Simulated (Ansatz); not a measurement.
Au(NH3)Cl (AuNClH₃). The state is a triplet with charge 0. Geometry PBE0-D4/def2-TZVP, that of the neutral singlet; atoms count from 1.

```xyz
6

Au    0.351    1.044   -0.473
N    -0.260   -0.771    0.350
H    -1.058   -0.642    0.962
H     0.487   -1.193    0.893
H    -0.526   -1.427   -0.377
Cl    1.005    2.988   -1.354
```

In the def2 sets Au takes a core potential; there is no spin–orbit coupling. At PBE0-D4/def2-TZVP a singlet of charge 0 lies 4.88 eV below the triplet at the same geometry.

Problem. Estimate the Mulliken populations from the PBE0/def2-TZVP orbitals of Ansatz.

Solution. 
```csv
atom,charge (e),spin (α − β),d electrons
Au1,-0.09,1.14,9.30
N2,-0.40,-0.14,–
H3,0.21,0.10,–
H4,0.20,0.11,–
H5,0.21,0.10,–
Cl6,-0.12,0.69,–
```
Mulliken values depend strongly on the basis.

Problem. Where does the spin sit?

Solution. Summed by element: Au 1.14, N -0.14, H 0.31, Cl 0.69, of 2 unpaired in all. Largest on single atoms: Au1 1.14, Cl6 0.69, N2 -0.14.

Problem. And the Mayer bond orders between heavy atoms (over 0.3)?

Solution. Au1–Cl6 0.93 (2.23 Å).
